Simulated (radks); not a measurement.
Effect of the nuclear size on neutral technetium, [Kr] 4d5 5s2. All-electron calculation, Dirac Kohn-Sham, exchange-only LDA, spin-unpolarised, spherical densities, finite nucleus; open shells fill j = l - 1/2 first; Fermi nuclear charge, rms radius 4.4112 fm. Program: a radial shooting solver on a logarithmic mesh with Libxc functionals. The rms radius is varied about that value; shifts are against it.

| rms radius (fm) | total energy shift (eV) | density at nucleus (e/bohr^3) | 1s1/2 shift (meV) | 2s1/2 shift (meV) | 3p1/2 shift (meV) | 4s1/2 shift (meV) | 4p1/2 shift (meV) |
|---|---|---|---|---|---|---|---|
| 3.8113 | -0.424 | 1.014e+05 | -179 | -19.3 | 0.281 | -0.566 | 0.075 |
| 4.001 | -0.296 | 1.008e+05 | -125 | -13.5 | 0.196 | -0.395 | 0.052 |
| 4.4112 | 0 | 9.973e+04 | 0.000 | 0.000 | 0.000 | 0.000 | 0.000 |
| 4.6935 | 0.219 | 9.903e+04 | 92.3 | 9.95 | -0.145 | 0.292 | -0.039 |
| 5.2758 | 0.707 | 9.773e+04 | 299 | 32.2 | -0.468 | 0.944 | -0.125 |

Slopes of the eigenvalues against <r^2> in GHz/fm^2, as finite differences over the two radii next to the reference (eigenvalue slopes, not the field-shift constants of lines): 1s1/2 8730, 2s1/2 940, 3p1/2 -13.7, 4s1/2 27.6, 4p1/2 -3.65.
